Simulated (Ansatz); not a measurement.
Born–Oppenheimer molecular dynamics of BCl3FH (6 atoms, charge 0, multiplicity 1). It starts at the highest image of a converged band, a first-order saddle point between two minima.

These are results of RKS BLYP/def2-SVP in Ansatz, not measurements.

- ensemble: NVE (velocity Verlet)
- time step: 0.5 fs
- steps asked: 200
- starting velocities drawn for: 100 K
- seed: 9493

First frame:

```xyz
6
Properties=species:S:1:pos:R:3
B -0.079 -0.431 0.152
F -0.982 0.802 -0.328
Cl -0.197 -1.762 -1.021
Cl -0.315 -0.717 1.890
H 0.031 1.318 -0.472
Cl 1.542 0.790 -0.221
```

(1) What does the run give?

(2) What happens to the structure?

(3) How do temperature and energy run in time?

Answers

(1) All steps were run.

```json
{"steps done": "200", "time covered": "100 fs", "mean temperature over the second half": "828 K", "spread of the potential energy over the second half": "7.7 meV per atom", "mean potential energy of the second half above the start": "-62.8 meV per atom"}
```

The conserved energy stayed within 0.071 meV per atom of its start (net change 0.049 meV per atom), so the integration is sound. The system heated up, since it started high on the potential surface and ran downhill. A run of 0.1 ps of so small a system gives no equilibrium averages. The orbitals stay closed-shell, which can raise the energy where a bond breaks towards radicals; this wasn't checked here.

(2) The step under study would form B1–Cl6, F2–H5 and break B1–F2, H5–Cl6. These pairs go: B1–Cl6 2.06 → 1.82 Å, F2–H5 1.15 → 0.91 Å, B1–F2 1.60 → 3.31 Å, H5–Cl6 1.62 → 3.03 Å. In the last frame they stand as after the step (other bonds may differ from the relaxed reactants and products). It ends as BCl3 + FH. Pairs count as bonded within 1.25 times the sum of covalent radii (0.12 Å more for H–H). The details hang on the random start.

(3) 
```json
{"time (fs)": "0.0", "T (K)": "100", "potential energy less start (eV)": "0.000", "conserved less start (meV/atom)": "0.00"}
{"time (fs)": "3.0", "T (K)": "85", "potential energy less start (eV)": "0.008", "conserved less start (meV/atom)": "0.00"}
{"time (fs)": "6.0", "T (K)": "75", "potential energy less start (eV)": "0.013", "conserved less start (meV/atom)": "0.01"}
{"time (fs)": "9.0", "T (K)": "103", "potential energy less start (eV)": "-0.001", "conserved less start (meV/atom)": "0.00"}
{"time (fs)": "12.0", "T (K)": "110", "potential energy less start (eV)": "-0.005", "conserved less start (meV/atom)": "0.01"}
{"time (fs)": "15.0", "T (K)": "159", "potential energy less start (eV)": "-0.031", "conserved less start (meV/atom)": "0.00"}
{"time (fs)": "18.0", "T (K)": "204", "potential energy less start (eV)": "-0.054", "conserved less start (meV/atom)": "0.00"}
{"time (fs)": "21.0", "T (K)": "269", "potential energy less start (eV)": "-0.088", "conserved less start (meV/atom)": "-0.01"}
{"time (fs)": "24.0", "T (K)": "317", "potential energy less start (eV)": "-0.112", "conserved less start (meV/atom)": "0.01"}
{"time (fs)": "27.0", "T (K)": "395", "potential energy less start (eV)": "-0.153", "conserved less start (meV/atom)": "-0.03"}
{"time (fs)": "30.0", "T (K)": "419", "potential energy less start (eV)": "-0.165", "conserved less start (meV/atom)": "0.03"}
{"time (fs)": "33.0", "T (K)": "491", "potential energy less start (eV)": "-0.202", "conserved less start (meV/atom)": "-0.03"}
{"time (fs)": "36.0", "T (K)": "518", "potential energy less start (eV)": "-0.216", "conserved less start (meV/atom)": "-0.01"}
{"time (fs)": "39.0", "T (K)": "534", "potential energy less start (eV)": "-0.224", "conserved less start (meV/atom)": "0.04"}
{"time (fs)": "42.0", "T (K)": "600", "potential energy less start (eV)": "-0.259", "conserved less start (meV/atom)": "-0.04"}
{"time (fs)": "45.0", "T (K)": "633", "potential energy less start (eV)": "-0.276", "conserved less start (meV/atom)": "-0.01"}
{"time (fs)": "48.0", "T (K)": "659", "potential energy less start (eV)": "-0.289", "conserved less start (meV/atom)": "0.04"}
{"time (fs)": "51.0", "T (K)": "725", "potential energy less start (eV)": "-0.323", "conserved less start (meV/atom)": "-0.03"}
{"time (fs)": "54.0", "T (K)": "753", "potential energy less start (eV)": "-0.338", "conserved less start (meV/atom)": "-0.04"}
{"time (fs)": "57.0", "T (K)": "748", "potential energy less start (eV)": "-0.335", "conserved less start (meV/atom)": "0.04"}
{"time (fs)": "60.0", "T (K)": "792", "potential energy less start (eV)": "-0.358", "conserved less start (meV/atom)": "-0.01"}
{"time (fs)": "63.0", "T (K)": "847", "potential energy less start (eV)": "-0.387", "conserved less start (meV/atom)": "-0.06"}
{"time (fs)": "66.0", "T (K)": "866", "potential energy less start (eV)": "-0.396", "conserved less start (meV/atom)": "0.02"}
{"time (fs)": "69.0", "T (K)": "903", "potential energy less start (eV)": "-0.415", "conserved less start (meV/atom)": "0.01"}
{"time (fs)": "72.0", "T (K)": "953", "potential energy less start (eV)": "-0.441", "conserved less start (meV/atom)": "-0.07"}
{"time (fs)": "75.0", "T (K)": "940", "potential energy less start (eV)": "-0.435", "conserved less start (meV/atom)": "-0.01"}
{"time (fs)": "78.0", "T (K)": "921", "potential energy less start (eV)": "-0.424", "conserved less start (meV/atom)": "0.03"}
{"time (fs)": "81.0", "T (K)": "943", "potential energy less start (eV)": "-0.436", "conserved less start (meV/atom)": "-0.07"}
{"time (fs)": "84.0", "T (K)": "909", "potential energy less start (eV)": "-0.418", "conserved less start (meV/atom)": "-0.05"}
{"time (fs)": "87.0", "T (K)": "834", "potential energy less start (eV)": "-0.379", "conserved less start (meV/atom)": "0.03"}
{"time (fs)": "90.0", "T (K)": "806", "potential energy less start (eV)": "-0.365", "conserved less start (meV/atom)": "-0.04"}
{"time (fs)": "93.0", "T (K)": "757", "potential energy less start (eV)": "-0.340", "conserved less start (meV/atom)": "-0.06"}
{"time (fs)": "96.0", "T (K)": "684", "potential energy less start (eV)": "-0.302", "conserved less start (meV/atom)": "0.03"}
{"time (fs)": "99.0", "T (K)": "679", "potential energy less start (eV)": "-0.300", "conserved less start (meV/atom)": "-0.01"}
```

The run took 3.5 min on 2 threads of Arm Neoverse V2, on a shared host, peak memory 0.12 GiB.
